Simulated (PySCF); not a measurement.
Al(H)(NMe2)(SH) (C2H8AlNS), SMILES C[N](C)[AlH][SH].

Coordinates come from a ωB97X-D3(BJ)/def2-SVP optimisation. The structure was generated by enumeration; whether it is a known compound was not checked. One conformer was computed; it need not be the lowest.

Computed with r2SCAN/def2-TZVP (PySCF).

The molecule is in vacuum.

Computed frontier levels, gap, dipole moment and polarisability:
```json
{
  "highest_occupied_level": "-5.45 eV",
  "lowest_empty_level": "-0.85 eV",
  "orbital_gap": "4.60 eV",
  "dipole_moment": "1.19 D",
  "quadrupole, principal values (traceless, Buckingham form, about the centre of nuclear charge)": "-4.58, -0.16, 4.75 D·Å",
  "mean_static_polarisability": "81.6 bohr³ (12.09 Å³)",
  "polarisability_principal_values": "63.8, 81.0, 99.9 bohr³"
}
```
